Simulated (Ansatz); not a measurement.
Frontier orbitals of C3H8OSi, SMILES `C1C[SiH2]CO1`.

```xyz
13

C    -0.0953   -1.2303    0.5536
C     1.1655   -0.4071    0.2703
Si    0.4341    1.2005   -0.3905
C    -1.3134    0.4530   -0.4972
O    -1.0887   -0.9488   -0.4123
H    -0.4749   -0.9964    1.5604
H     0.0835   -2.3059    0.5023
H     1.7749   -0.8889   -0.4979
H     1.7813   -0.2805    1.1622
H     0.5331    2.3511    0.5487
H     0.9953    1.6120   -1.7045
H    -1.8465    0.6469   -1.4287
H    -1.9488    0.7945    0.3337
```

Total charge 0; spin multiplicity 1. All single points use the PBE0-D4/def2-TZVP geometry. Basis def2-TZVPP, Ansatz 0.2.0.

```tsv
functional	HOMO (eV)	LUMO (eV)	gap (eV)
PBE	-5.74	-0.24	5.50
PBE0	-7.22	0.56	7.78
B3LYP	-6.99	0.32	7.31
r2SCAN0	-7.42	0.83	8.25
HSE06 (plane-wave form)	-6.82	0.19	7.01
CAM-B3LYP	-8.62	1.43	10.05
LC-ωPBE	-9.91	2.60	12.51
ωB97M-V	-9.55	2.06	11.61
```

A quarter of exact exchange (PBE0) shifts PBE's HOMO by −1.48 eV and its LUMO by +0.80 eV; full exchange at long range (ωB97M-V) shifts them by −3.81 and +2.30 eV. The gap opens from 5.50 to 11.62 eV, since occupied levels lose self-interaction and empty ones feel all the electrons. A positive LUMO is unbound and depends on the basis.

B3LYP here is the variant with VWN-RPA as its local correlation; programs differ in this. LC-ωPBE has ω = 0.4 bohr⁻¹.
